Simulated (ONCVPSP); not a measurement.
## Ranking ONCV potentials for Sr

All share these settings but for the change named:

Sr, optimised norm-conserving Vanderbilt (ONCV), made with ONCVPSP 4.0.1 (PBE, scalar-relativistic). Core [Ar] 3d10, reference 4s2 4p6 5s2. Waves: 4s+5s: rc 1.95 bohr, ncon 4, nbas 9, qcut 4.8 1/bohr, 3 projectors, debl 3.9 Ha; 4p: rc 1.70 bohr, ncon 3, nbas 6, qcut 5.5 1/bohr, 2 projectors, debl 3 Ha; d scattering state at 0.34 Ha: rc 1.75 bohr, ncon 4, nbas 9, qcut 5.5 1/bohr, 1 projector. Local part: polynomial inside 1.65 bohr (lpopt 5, dvloc0 3 Ha). Core correction: polynomial model core, fcfact 0.25.

In the d channel the program set the typed energies aside and used 0.050 Ha.

Cutoff: the first of the cutoffs (Ha) at which the residual kinetic energy of the hardest occupied pseudo-wave falls to 1 and 0.1 mHa per electron; the density cutoff is not measured.

The base gives 10 Ha.

Of 6 variants that were run, those that failed, showed a ghost or another fault, or gave nearly equal values are left out.

A variant can come out equal or close to the base.

**Question.** Rank these variants from softest to hardest (loose cutoff).
A. local potential polynomial inside 1.35 bohr (lpopt 3, dvloc0 -1 Ha)
B. s: qcut 6.5; p: qcut 7.4; d: qcut 7.4
C. p: rc 1.56; local potential polynomial inside 1.56 bohr (lpopt 5, dvloc0 3 Ha)

**Answer.** A (10 Ha), C (13 Ha), B (17 Ha).
